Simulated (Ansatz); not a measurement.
Z-matrix (Å, degrees):
```
Ge
Te 1 2.570
Ga 1 2.447 2 106.8
H 1 1.541 2 108.5 3 122.5
H 1 1.544 2 108.9 3 -121.4
H 2 1.658 1 93.3 3 -174.1
H 3 1.570 1 120.2 2 162.7
H 3 1.569 1 119.2 2 -17.3
```

Charge 0, multiplicity 1. Te takes the def2 core potential.

(1) List the B3LYP/def2-TZVPP orbital energies in eV (Ansatz 0.2.0). (An estimate is asked.)

Answers

(1) Ansatz gave: Occupied: -10850.40, -10138.23, -1354.80, -1250.02, -1205.71, -1205.68, -1205.68, -1107.27, -1107.16, -1107.15, -170.30, -169.29, -150.01, -119.58, -119.53, -119.50, -119.50, -119.44, -119.24, -103.48, -103.18, -103.15, -43.29, -43.25, -43.06, -42.99, -42.96, -33.11, -33.09, -33.07, -33.02, -33.00, -23.26, -23.14, -23.10, -22.97, -22.93, -17.43, -14.71, -12.26, -9.98, -9.64, -8.75, -8.04, -7.45, -6.12. Lowest empty: -2.57, -1.10, -0.49, -0.05, 1.08, 1.30, 1.42, 2.46.

B3LYP here is the variant with VWN-RPA as its local correlation; programs differ in this.
